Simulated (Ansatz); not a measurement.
Consider the formal exchange of groups at the Si–B bond: `FB([SiH3])C[SiH3]` + SiH₄ → `[SiH3][SiH3]` + `FBC[SiH3]`.

Calculated with Ansatz (gas phase, PBE0-D4/def2-TZVP geometries, no zero-point term in ΔE). CCSD(T)/CBS is the MP2 limit (def2-TZVPP, def2-QZVPP) plus CCSD(T) − MP2 in def2-TZVPP, frozen cores. This one scheme is used for every species. Functionals use def2-TZVPP. Each species was taken in one conformer, which may not be the lowest.

```json
{"level": "BLYP", "ΔE (kJ/mol)": "-27.1"}
{"level": "CCSD/def2-TZVPP", "ΔE (kJ/mol)": "-25.7"}
```

(1) What does CCSD(T)/CBS give? (An estimate is asked.)

Largest T1 diagnostic among the species: 0.013.

## Answers

(1) The calculation gave: -25.9 kJ/mol. The listed levels differ from it by -1.2, 0.2 kJ/mol.

In def2-TZVPP, CCSD(T) changes the Hartree–Fock value by +5.4 kJ/mol (the triples alone add +1.2 kJ/mol) and MP2 by +4.8 kJ/mol. Leaving LDA and LC-ωPBE aside and taking each functional with its dispersion term where it has one, the values, not all of them listed here, spread over 7.5 kJ/mol, from PBE-QIDH to BLYP-D4. LDA lies +3.9 kJ/mol from PBE without D4. At CCSD(T), def2-SVP lies +5.1 kJ/mol from the extrapolated value and def2-TZVPP +1.4 kJ/mol.
